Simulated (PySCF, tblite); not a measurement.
C5H9BS.
Structure used (GFN2-xTB), in Å, numbered top down from 1:
```xyz
16
C5H9BS angstrom
C     -1.081    3.016    0.271
C     -0.476    1.979    0.164
B      0.274    0.680    0.034
C     -0.483   -0.715   -0.025
C     -2.008   -0.619    0.046
S      2.050    0.805   -0.047
C      2.619   -0.925   -0.193
H     -1.609    3.920    0.364
H     -0.213   -1.247   -0.944
H     -0.139   -1.357    0.794
H     -2.391   -0.031   -0.785
H     -2.317   -0.135    0.969
H     -2.461   -1.609    0.005
H      2.305   -1.491    0.678
H      2.220   -1.368   -1.099
H      3.703   -0.893   -0.244
```

Jobs on this species (16 atoms, 60 electrons) with PySCF (density fitting) and tblite. Hardware of each: an Arm Neoverse N1 with one thread (shared host). Other jobs ran on the host; a repeat could differ by tens of per cent or more.

```json
{"level and settings": "PBE0/pcSseg-1", "work": "shieldings, charges and field gradients, density and orbital grids written", "basis functions": "171", "SCF cycles": "?", "wall time": "?"}
{"level and settings": "GFN2-xTB", "work": "L-BFGS relaxation", "basis functions": "–", "SCF cycles": "–", "wall time": "?"}
{"level and settings": "GFN2-xTB", "work": "Hessian by finite differences", "basis functions": "–", "SCF cycles": "–", "wall time": "0.76 s"}
{"level and settings": "wB97X-D/def2-SVPD", "work": "8 singlets by full TDDFT, 3 Tamm–Dancoff triplets, polarisability", "basis functions": "219", "SCF cycles": "12", "wall time": "66 s"}
```

Fill in the missing figures.

- PBE0/pcSseg-1; shieldings, charges and field gradients, density and orbital grids written: 45 s, 14 SCF cycles
- GFN2-xTB; L-BFGS relaxation: 1.3 s

What do all jobs in the table cost together?

About 1.9 min; the longest takes about 58 % of that, and about 87 times as long as the shortest.
